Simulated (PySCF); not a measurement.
PBE on Sc⁻ (scandium, charge -1), [Ar] 3d2 4s2, high-spin 3F determinant. All numbers are calculated (PySCF 2.14, scalar relativity by spin-free X2C-1e, in aug-cc-pwCVTZ-DK (10s9p7d4f3g, 127 functions)).

```
cycle= 1 E= -763.972926552622  delta_E= -0.0261  |g|= 0.0943  |ddm|= 4.48
cycle= 2 E= -763.91843922955  delta_E= 0.0545  |g|= 0.294  |ddm|= 0.992
cycle= 3 E= -763.97660454118  delta_E= -0.0582  |g|= 0.0515  |ddm|= 0.924
cycle= 4 E= -763.973143315251  delta_E= 0.00346  |g|= 0.0717  |ddm|= 0.415
cycle= 5 E= -763.978454975522  delta_E= -0.00531  |g|= 0.0251  |ddm|= 0.364
cycle= 6 E= -763.979110541824  delta_E= -0.000656  |g|= 0.00392  |ddm|= 0.105
cycle= 7 E= -763.979133365433  delta_E= -2.28e-05  |g|= 0.000889  |ddm|= 0.145
cycle= 8 E= -763.979138164889  delta_E= -4.8e-06  |g|= 0.000498  |ddm|= 0.0986
cycle= 9 E= -763.979128549473  delta_E= 9.62e-06  |g|= 0.00057  |ddm|= 0.404
cycle= 10 E= -763.979128868706  delta_E= -3.19e-07  |g|= 2.89e-05  |ddm|= 0.0541
cycle= 11 E= -763.979128838705  delta_E= 3e-08  |g|= 1.69e-05  |ddm|= 0.0214
cycle= 12 E= -763.979128838356  delta_E= 3.49e-10  |g|= 2.23e-05  |ddm|= 0.00015
converged SCF energy = -763.979128838356  <S^2> = 2.0062965  2S+1 = 3.0041947
```

Highest occupied orbital energy: 1.758 eV; ⟨L²⟩ = 12.02; populations by l: s 8.00, p 12.00, d 2.00, f 0.00.

Q: Can this result be used?

A: With care. The calculation finished and met its thresholds. The configuration of this anion was assumed by filling the next shell in order. It is not the known or likely ground configuration (Ca⁻, Sr⁻ and Ba⁻, for instance, bind a p electron), so these values are not the electron affinity of the element. At PBE the highest occupied level has a positive energy, so only the finite basis holds that electron.
